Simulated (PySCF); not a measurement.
CH5ClO3Si, SMILES CO[Si](O)(Cl)O. Coordinates come from a PBE-D3(BJ)/def2-SVP optimisation. The values are those of a single conformer.

Computed equilibrium geometry at PBE-D3(BJ)/def2-SVP (PySCF confirms it by a frequency run) as Cartesian coordinates in Å (one conformer of several):
```xyz
11

C      2.3613    -0.4099     0.1355
O      1.1217    -0.9516    -0.2934
Si    -0.3549    -0.3122     0.0710
O     -0.6282    -0.4688     1.6951
O     -1.5394    -1.1120    -0.7626
Cl    -0.3517     1.7057    -0.4676
H      2.4929    -0.5181     1.2345
H      3.1773    -0.9626    -0.3716
H      2.4499     0.6684    -0.1246
H     -1.4619    -0.0880     2.0206
H     -1.5111    -1.0059    -1.7293
```
